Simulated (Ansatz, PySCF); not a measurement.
PySCF was given this input:
```python
from pyscf import gto, scf, dft

mol = gto.Mole()
mol.atom = '''
    C    -1.222972    0.750789   -0.511415
    C    -0.027153    1.293129   -0.176368
    Si    1.276395   -0.078851    0.248676
    C    -0.286777   -1.221920    0.358743
    C    -1.366359   -0.638240   -0.215880
    H    -2.016288    1.318976   -0.982691
    H     0.171900    2.352184   -0.144975
    H     1.966939    0.119196    1.514540
    H     1.999349   -0.412890   -0.970565
    H    -0.297504   -2.195062    0.822515
    H    -2.274361   -1.181050   -0.450776
'''
mol.basis = 'sto-3g'
mol.charge = 1
mol.spin = 1
mol.verbose = 4
mol.build()

mf = dft.UKS(mol)
mf.xc = 'pbe0'
mf.grids.atom_grid = (99, 590)
mf.grids.prune = None
mf.kernel()
```

Question: Write the same job for Ansatz (a quantum-chemistry and plane-wave program).

Answer: This is not unique; one that fits is 
Ansatz 0.2 input:
```yaml
crystal:
  periodic: [false, false, false]
  atoms:
    - {symbol: C, position_ang: [-1.22297230, 0.75078937, -0.51141486]}
    - {symbol: C, position_ang: [-0.02715283, 1.29312926, -0.17636825]}
    - {symbol: Si, position_ang: [1.27639494, -0.07885050, 0.24867627]}
    - {symbol: C, position_ang: [-0.28677661, -1.22192005, 0.35874349]}
    - {symbol: C, position_ang: [-1.36635914, -0.63823961, -0.21587962]}
    - {symbol: H, position_ang: [-2.01628783, 1.31897589, -0.98269124]}
    - {symbol: H, position_ang: [0.17189996, 2.35218440, -0.14497500]}
    - {symbol: H, position_ang: [1.96693914, 0.11919603, 1.51453988]}
    - {symbol: H, position_ang: [1.99934934, -0.41289031, -0.97056525]}
    - {symbol: H, position_ang: [-0.29750373, -2.19506248, 0.82251505]}
    - {symbol: H, position_ang: [-2.27436082, -1.18105042, -0.45077585]}
basis:
  gaussian:
    orbitals: STO-3G
hamiltonian:
  xc: pbe0
total_charge: 1
magnetization: {spin_polarized: true, initial_magnetization: 1}
accuracy: high
```

Both were run: PySCF gave -439.700250 Eh and Ansatz -439.700250 Eh, 0.000 mEh apart.
